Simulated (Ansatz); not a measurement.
Task: Predict a relaxed structure of Te2Pb⁺, charge 1, doublet, at PBE0-D4/def2-SVP (Ansatz).

Result: 
Cartesian coordinates in Å:
```
Pb 1.405 0.000 1.007
Te -1.223 1.004 0.223
Te -0.182 -1.005 -1.229
```
Point group C2v (tolerance 0.1 Å). This is one stationary point.

In the def2 sets Pb, Te take a core potential; there is no spin–orbit coupling. The structure comes from a short search, and lower isomers may exist.
